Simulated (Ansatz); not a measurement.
Ca8O8⁻ (started as a model of: 1x4x4 CaO rock-salt block). Charge -1, multiplicity 2. Geometry r2SCAN-D4/def2-SVP, that of the neutral singlet; atoms count from 1.

Cartesian coordinates in Å:
```
Ca 2.5975 -1.7886 -3.1324
O 3.0145 -0.6069 -1.5050
Ca 3.3570 1.1241 -0.1113
O 3.6265 1.6481 1.8694
O 0.5979 -1.9749 -2.7046
Ca 0.8582 -0.7731 -0.7818
O 1.1346 1.1219 0.3612
Ca 1.6249 1.7685 2.4396
Ca -1.6408 -1.7473 -2.5614
O -1.3277 -0.3695 -0.7937
Ca -1.0878 1.3418 0.6294
O -0.5974 1.8359 2.8240
O -3.4145 -2.2820 -1.6385
Ca -3.2945 -1.0298 0.0237
O -3.0202 0.5482 1.6145
Ca -2.4282 1.1837 3.4669
```

The highest occupied level of the charge -1 doublet lies above zero (up to 0.14 eV). By energy differences its removal costs 0.96 eV (vertical, to the charge 0 singlet, at PBE-D4/def2-SVP); self-interaction error and the lack of diffuse functions both raise the level. The gap within one spin of the charge -1 doublet nearly closes, so an electron or hole may be smeared out by delocalisation error.

**Question.** Estimate the Mulliken populations from the PBE/def2-SVP orbitals of Ansatz.

**Answer.** 
```tsv
atom	charge (e)	spin (α − β)
Ca1	0.27	0.59
O2	-0.72	0.00
Ca3	0.61	0.02
O4	-0.65	0.00
O5	-0.72	0.00
Ca6	0.95	-0.14
O7	-0.79	0.00
Ca8	0.65	0.00
Ca9	0.61	0.02
O10	-0.79	0.00
Ca11	0.74	-0.03
O12	-0.72	0.00
O13	-0.65	0.00
Ca14	0.65	0.00
O15	-0.72	0.00
Ca16	0.28	0.58
```
Mulliken values and Mayer orders depend strongly on the basis.

**Question.** Where does the spin sit?

**Answer.** Summed by element: Ca 1.03, O -0.03, of 1 unpaired in all. Largest on single atoms: Ca1 0.59, Ca16 0.58, Ca6 -0.14.

**Question.** And the Mayer bond orders between bonded heavy atoms (over 0.3)?

**Answer.** Ca1–O2 0.93 (2.05 Å); Ca1–O5 0.93 (2.05 Å); O2–Ca3 0.66 (2.25 Å); O2–Ca6 0.45 (2.28 Å); Ca3–O4 1.07 (2.07 Å); Ca3–O7 0.48 (2.27 Å); O4–Ca8 1.05 (2.08 Å); O5–Ca6 0.45 (2.28 Å); O5–Ca9 0.65 (2.25 Å); Ca6–O7 0.47 (2.23 Å); Ca6–O10 0.48 (2.22 Å); O7–Ca8 0.46 (2.23 Å); O7–Ca11 0.54 (2.25 Å); Ca8–O12 0.65 (2.26 Å); Ca9–O10 0.48 (2.26 Å); Ca9–O13 1.07 (2.07 Å); O10–Ca11 0.54 (2.24 Å); O10–Ca14 0.46 (2.23 Å); Ca11–O12 0.48 (2.30 Å); Ca11–O15 0.48 (2.31 Å); O12–Ca16 0.92 (2.05 Å); O13–Ca14 1.04 (2.08 Å); Ca14–O15 0.65 (2.26 Å); O15–Ca16 0.92 (2.05 Å). Values over 0.3 also appear between atoms too far apart for a bond (Ca1–Ca16 0.59 at 8.81 Å); they arise where an orbital or an unpaired electron spreads over both atoms.
